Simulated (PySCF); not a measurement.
## Spinor energies of Co (cobalt, neutral)

Start: [Ar] 3d6 4s2 4p1; 3d3/2 filled at m_j = +3/2; 3d5/2 filled at m_j = -3/2, -1/2, +1/2, +3/2, +5/2; 4p3/2 filled at m_j = +3/2. Calculated with PySCF 2.14 in x2c-TZVPall-2c with one added diffuse shell each of s, p, d type (7s8p5d1f, 63 functions): generalised Hartree-Fock with the X2C-1e Hamiltonian and a Gaussian nucleus; one run each with spin-orbit coupling (SO) switched off, then screened by Boettger's factors. This is a chosen level, not necessarily the ground level.

```json
{"spinor shell": "1s1/2", "electrons": "2", "ε, spin-free (eV)": "-7784.8", "ε, screened SO (eV)": "-7784.7", "weight of nominal j (screened SO)": "1.000", "rms radius, screened SO (bohr)": "0.0649"}
{"spinor shell": "2s1/2", "electrons": "2", "ε, spin-free (eV)": "-974.20", "ε, screened SO (eV)": "-974.18", "weight of nominal j (screened SO)": "1.000", "rms radius, screened SO (bohr)": "0.276"}
{"spinor shell": "2p1/2", "electrons": "2", "ε, spin-free (eV)": "-831.66", "ε, screened SO (eV)": "-842.31", "weight of nominal j (screened SO)": "0.987", "rms radius, screened SO (bohr)": "0.247"}
{"spinor shell": "2p3/2", "electrons": "4", "ε, spin-free (eV)": "-831.66", "ε, screened SO (eV)": "-826.46", "weight of nominal j (screened SO)": "0.994", "rms radius, screened SO (bohr)": "0.249"}
{"spinor shell": "3s1/2", "electrons": "2", "ε, spin-free (eV)": "-133.98", "ε, screened SO (eV)": "-133.99", "weight of nominal j (screened SO)": "1.000", "rms radius, screened SO (bohr)": "0.824"}
{"spinor shell": "3p1/2", "electrons": "2", "ε, spin-free (eV)": "-90.089", "ε, screened SO (eV)": "-91.785", "weight of nominal j (screened SO)": "0.659", "rms radius, screened SO (bohr)": "0.876"}
{"spinor shell": "3d5/2", "electrons": "5", "ε, spin-free (eV)": "-26.991", "ε, screened SO (eV)": "-28.075", "weight of nominal j (screened SO)": "0.585", "rms radius, screened SO (bohr)": "1.06"}
{"spinor shell": "3d3/2", "electrons": "1", "ε, spin-free (eV)": "-26.991", "ε, screened SO (eV)": "-21.724", "weight of nominal j (screened SO)": "0.788", "rms radius, screened SO (bohr)": "1.12"}
{"spinor shell": "4s1/2", "electrons": "2", "ε, spin-free (eV)": "-10.247", "ε, screened SO (eV)": "-10.258", "weight of nominal j (screened SO)": "0.987", "rms radius, screened SO (bohr)": "2.96"}
{"spinor shell": "4p3/2", "electrons": "1", "ε, spin-free (eV)": "-5.514", "ε, screened SO (eV)": "-5.488", "weight of nominal j (screened SO)": "1.000", "rms radius, screened SO (bohr)": "3.93"}
```

Question: Where does 3p3/2 lie, and what is the 3p spin-orbit splitting (screened SO)?

Answer: At -89.279 eV, 2.506 eV above 3p1/2.

| quantity | spin-free | screened SO |
| --- | --- | --- |
| E (hartree) | -1391.65572 | -1391.68316 |
| M_J | 11/2 | 11/2 |
| ⟨J²⟩ | 35.916 | 35.920 |
| ⟨L²⟩ | 12.160 | 12.172 |
| ⟨S²⟩ | 8.755 | 8.749 |

Each row is a mean over spinors that exchange with the open shell spreads, by up to 17.031 eV (3p3/2).

Rows whose weight is well below 1 are mixtures of j = l ± 1/2: exchange outweighs spin-orbit coupling there, and the label is only the starting occupation.

⟨J²⟩ departs a little from M_J(M_J + 1) because the unrestricted spinors polarise the closed shells.

Without spin-orbit coupling the j labels of p, d and f shells carry no meaning; the spin-free column gives the mean over the occupied spinors of each nl shell.
